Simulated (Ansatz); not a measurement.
Cost and result for the atomization energy of H5NOSSi2 (10 atoms, 10 bonds).

Z-matrix (Å, degrees):
```
Si
N 1 1.726
Si 1 2.440 2 45.1
S 1 2.117 2 117.5 3 119.4
O 1 1.670 2 88.2 3 0.4
H 1 1.479 2 118.1 3 -115.1
H 2 1.002 1 134.0 3 -176.9
H 3 1.483 1 124.8 2 -93.9
H 3 1.485 1 125.8 2 92.8
H 4 1.345 1 94.0 2 -45.0
```

Total charge 0; spin multiplicity 1. Geometry: relaxed with PBE0-D4/def2-TZVP. It is one conformer, not always the lowest. Program: Ansatz. All runs use 4 threads of an Intel Xeon 6975P-C on a shared host. Times are those of one run each, without the atoms' runs, and a repeat can differ threefold. Electronic energies, without spin–orbit coupling; frozen cores. CCSD(T)/CBS adds CCSD(T) − MP2 in def2-TZVPP to the MP2 limit, and its time is that of the two runs behind it. T1 = 0.012. B3LYP takes the VWN-RPA correlation (the form of Gaussian; ORCA's B3LYP/G). HSE06 is the plane-wave form, built on full-range PBE exchange.

CCSD(T)/CBS is a level of theory with its own doubt, some kJ/mol a heavy atom from the limit and from the frozen cores, so smaller differences don't rank the functionals.

```csv
level,functions,wall time
LDA (SPW92)/def2-TZVPP,258,0.8 s
BLYP-D4/def2-TZVPP,258,1.2 s
PBE-D4/def2-TZVPP (with forces),258,1.4 s
PBE0-D4/def2-TZVPP,258,1.8 s
BHLYP-D4/def2-TZVPP,258,1.8 s
CCSD(T)/def2-SVP,107,2 s
HSE06-D4/def2-TZVPP,258,2 s
B3LYP-D4/def2-TZVPP (with forces),258,2.9 s
r2SCANh-D4/def2-TZVPP,258,2.9 s
ωB97M-V/def2-TZVPP (with forces),258,6 s
MP2/def2-QZVPP,474,12 s
CCSD(T)/def2-TZVPP,258,34 s
CCSD(T)/CBS(def2),–,46 s
```

**Question.** What atomization energy does each give, and how far from CCSD(T)/CBS? (Estimate.)

**Answer.** Computed: 
| level | atomization (kJ/mol) | difference from CCSD(T)/CBS | per bond |
| --- | --- | --- | --- |
| LDA (SPW92)/def2-TZVPP | 4083.0 | 478.4 | 47.8 |
| BLYP-D4/def2-TZVPP | 3560.8 | -43.8 | -4.4 |
| PBE-D4/def2-TZVPP (with forces) | 3611.2 | 6.6 | 0.7 |
| PBE0-D4/def2-TZVPP | 3555.5 | -49.1 | -4.9 |
| BHLYP-D4/def2-TZVPP | 3482.1 | -122.5 | -12.2 |
| CCSD(T)/def2-SVP | 3241.8 | -362.8 | -36.3 |
| HSE06-D4/def2-TZVPP | 3558.1 | -46.5 | -4.7 |
| B3LYP-D4/def2-TZVPP (with forces) | 3572.2 | -32.4 | -3.2 |
| r2SCANh-D4/def2-TZVPP | 3565.1 | -39.5 | -4.0 |
| ωB97M-V/def2-TZVPP (with forces) | 3614.8 | 10.2 | 1.0 |
| MP2/def2-QZVPP | 3624.8 | 20.2 | 2.0 |
| CCSD(T)/def2-TZVPP | 3475.5 | -129.1 | -12.9 |
| CCSD(T)/CBS(def2) | 3604.6 | 0.0 | 0.0 |

Leaving LDA and LC-ωPBE aside and taking each functional with its dispersion term where it has one, the values, not all of them listed here, spread over 142.1 kJ/mol, from BHLYP-D4 to ωB97X-V. LDA lies +500.5 kJ/mol from PBE without D4, its usual overbinding. From BLYP to BHLYP (50 % exact exchange), in def2-TZVPP and without D4, the atomization energy moves by −54.3 kJ/mol: exact exchange takes away binding that semilocal exchange gives to molecules. At CCSD(T), def2-SVP lies −362.8 kJ/mol from the extrapolated value and def2-TZVPP −129.2 kJ/mol: correlation converges slowly with the basis, and small sets miss more of it in the bonded molecule than in its fragments.
